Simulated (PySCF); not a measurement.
Spinor energies of W- (tungsten, charge -1)

Start: [Xe] 4f14 5d5 6s2; 5d3/2 filled at m_j = -3/2, -1/2, +1/2, +3/2; 5d5/2 filled at m_j = +5/2. Calculated with PySCF 2.14 in x2c-TZVPall-2c with one added diffuse shell each of s, p, d type (12s12p11d2f, 117 functions): generalised Hartree-Fock with the X2C-1e Hamiltonian and a Gaussian nucleus; one run each with spin-orbit coupling (SO) switched off, then screened by Boettger's factors.

```tsv
spinor shell	electrons	ε, spin-free (eV)	ε, screened SO (eV)	weight of nominal j (screened SO)	rms radius, screened SO (bohr)
1s1/2	2	-69893.6	-69872.2	1.000	0.0208
2s1/2	2	-12199.4	-12192.7	1.000	0.0838
2p1/2	2	-10671.6	-11638.2	1.000	0.0713
2p3/2	4	-10671.6	-10279.8	1.000	0.0787
3s1/2	2	-2866.4	-2864.2	1.000	0.214
3p1/2	2	-2406.1	-2617.6	1.000	0.206
3p3/2	4	-2406.1	-2318.8	1.000	0.221
3d3/2	4	-1870.8	-1908.4	1.000	0.195
3d5/2	6	-1870.8	-1843.9	1.000	0.199
4s1/2	2	-618.01	-617.31	1.000	0.478
4p1/2	2	-464.33	-513.79	1.000	0.486
4p3/2	4	-464.33	-443.77	1.000	0.519
4d3/2	4	-265.61	-273.29	0.999	0.544
4d5/2	6	-265.61	-259.94	1.000	0.556
5s1/2	2	-86.622	-86.501	1.000	1.15
5p1/2	2	-45.887	-54.274	0.926	1.30
5p3/2	4	-45.887	-42.317	0.963	1.38
4f5/2	6	-42.901	-43.923	0.986	0.669
4f7/2	8	-42.901	-41.619	0.990	0.670
5d3/2	4	-4.128	-4.207	0.570	2.31
5d5/2	1	-4.128	-3.730	1.000	2.39
6s1/2	2	-1.705	-1.699	1.000	6.12
```

```json
{"quantity": "E (hartree)", "spin-free": "-16130.60557", "screened SO": "-16149.60308"}
{"quantity": "M_J", "spin-free": "5/2", "screened SO": "5/2"}
{"quantity": "⟨J²⟩", "spin-free": "9.278", "screened SO": "9.275"}
{"quantity": "⟨L²⟩", "spin-free": "0.000", "screened SO": "0.180"}
{"quantity": "⟨S²⟩", "spin-free": "9.278", "screened SO": "9.290"}
```

At GHF the highest occupied level has a positive energy, so only the finite basis holds that electron. The determinant has a definite M_J but mixes levels of different J.

Each row is a mean over spinors that exchange with the open shell spreads, by up to 6.874 eV (5p3/2).

Rows whose weight is well below 1 are mixtures of j = l ± 1/2: exchange outweighs spin-orbit coupling there, and the label is only the starting occupation.

Breit and QED terms are absent; they matter most for the inner s and p1/2 levels.

Densities and radii are taken from the X2C orbitals without a picture-change correction, which distorts them close to the nucleus.

Without spin-orbit coupling the j labels of p, d and f shells carry no meaning; the spin-free column gives the mean over the occupied spinors of each nl shell, and its ⟨J²⟩ belongs to a mixture of degenerate components.
